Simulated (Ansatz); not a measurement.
ZnH₂. Charge 0, multiplicity 3. Geometry r2SCAN-D4/def2-TZVP, that of the neutral singlet; atoms count from 1.

```xyz
3

Zn    0.000    0.000    0.000
H     0.445   -0.486   -1.382
H    -0.445    0.486    1.382
```

At PBE0-D4/def2-TZVP a singlet of charge 0 lies 5.59 eV below the triplet at the same geometry.

Problem. Estimate the Mulliken populations from the PBE0/def2-TZVP orbitals of Ansatz.

Solution. 
```json
{"atom": "Zn1", "charge (e)": "-0.34", "spin (α − β)": "1.10", "d electrons": "9.99"}
{"atom": "H2", "charge (e)": "0.17", "spin (α − β)": "0.45", "d electrons": "–"}
{"atom": "H3", "charge (e)": "0.17", "spin (α − β)": "0.45", "d electrons": "–"}
```
Mulliken values and Mayer orders depend strongly on the basis.

Problem. Where does the spin sit?

Solution. Summed by element: Zn 1.10, H 0.90, of 2 unpaired in all. Largest on single atoms: Zn1 1.10, H2 0.45, H3 0.45.
